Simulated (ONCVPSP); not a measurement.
# Pseudopotential generation for Sr: ONCV, LDA (Perdew-Zunger), fully relativistic.

Sr (Z = 38), optimised norm-conserving Vanderbilt (ONCV), made with ONCVPSP 4.0.1 (LDA (Perdew-Zunger), fully relativistic). Core [Ar] 3d10, reference 4s2 4p6 5s1 5p1. Waves: 4s+5s: rc 2.60 bohr, ncon 3, nbas 7, qcut 4.4 1/bohr, 2 projectors; 4p+5p: rc 3.10 bohr, ncon 4, nbas 7, qcut 4.3 1/bohr, 2 projectors; d scattering state at 0.21 Ha: rc 2.65 bohr, ncon 5, nbas 7, qcut 3.5 1/bohr, 3 projectors, debl 3.7 Ha. Local part: polynomial inside 2.10 bohr (lpopt 5, dvloc0 0 Ha). Core correction: Teter function, fcfact 5.25, rcfact 1.6.

Open shells are filled in proportion to 2j + 1.

In the d channel the program set the typed energies aside and used 0.050, 3.750, 7.450 Ha (j = l + 1/2; the other j can differ).

All-electron outer shells of the reference configuration (LDA (Perdew-Zunger), scalar-relativistic, ld1.x):

```tsv
shell	level (eV)	outermost node (bohr)	outermost maximum (bohr)
3d	-129.59	–	0.38
4s	-42.24	0.59	1.19
4p	-24.16	0.61	1.32
5s	-4.33	1.64	3.53
5p	-1.87	1.95	4.71
```

(1) Estimate the cutoffs (Ha) at which the residual kinetic energy of the hardest occupied pseudo-wave falls to 1 and 0.1 mHa per electron.

(2) Does the potential have ghost states?

(3) Which valence shell sets the plane-wave cutoff?

(4) Tests: 4s2 4p6 5s2 5p0; 4s2 4p6 5s1 5p0; 4s2 4p6 5s0 5p0; 4s2 4p5 5s2 5p0. Which has the largest error in its energy relative to the reference configuration, and how large is it?

Results:

(1) 6.6 Ha and 7.8 Ha. The cutoffs count occupied waves only; projector 3 of the d channel, the hardest unoccupied one, needs 38 Ha at the loose tolerance.

(2) No bound ghost flagged; GHOST(+) flags only above 600 eV.

(3) 4p: 7 Ha for 1 mHa per electron, against 6 Ha for 5p.

(4) 4s2 4p5 5s2 5p0, with +39 meV (all-electron minus pseudo) on +26.01 eV.
